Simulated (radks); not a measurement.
Task: All-electron atom: the lutetium ion Lu25+ in [Kr] 4d10. All-electron calculation, Dirac Kohn-Sham, PBE, spin-unpolarised, spherical densities, point nucleus. Program: a radial shooting solver on a logarithmic mesh with Libxc functionals. Some entries of the table are withheld. Estimate them.

| orbital | occ. | eigenvalue (eV) | r(max) (bohr) |
|---|---|---|---|
| 1s1/2 | 2 | -63964.38 | (1) |
| 2s1/2 | 2 | (2) | 0.06950 |
| 2p1/2 | 2 | -11059.68 | 0.05194 |
| 2p3/2 | 4 | -9943.181 | 0.05847 |
| 3s1/2 | 2 | -3250.468 | 0.1959 |
| 3p1/2 | 2 | -3033.953 | 0.1838 |
| 3p3/2 | 4 | -2794.411 | 0.1972 |
| 3d3/2 | 4 | -2428.060 | 0.1553 |
| 3d5/2 | 6 | -2375.944 | 0.1590 |
| 4s1/2 | 2 | -1235.180 | 0.4347 |
| 4p1/2 | 2 | -1145.013 | (3) |
| 4p3/2 | 4 | -1080.653 | (4) |
| 4d3/2 | 4 | -931.8780 | (5) |
| 4d5/2 | 6 | -918.7887 | (6) |

Result: 
(1) 1s1/2 r(max) (bohr): 0.01213
(2) 2s1/2 eigenvalue (eV): -11552.33
(3) 4p1/2 r(max) (bohr): 0.4333
(4) 4p3/2 r(max) (bohr): 0.4578
(5) 4d3/2 r(max) (bohr): 0.4482
(6) 4d5/2 r(max) (bohr): 0.4553
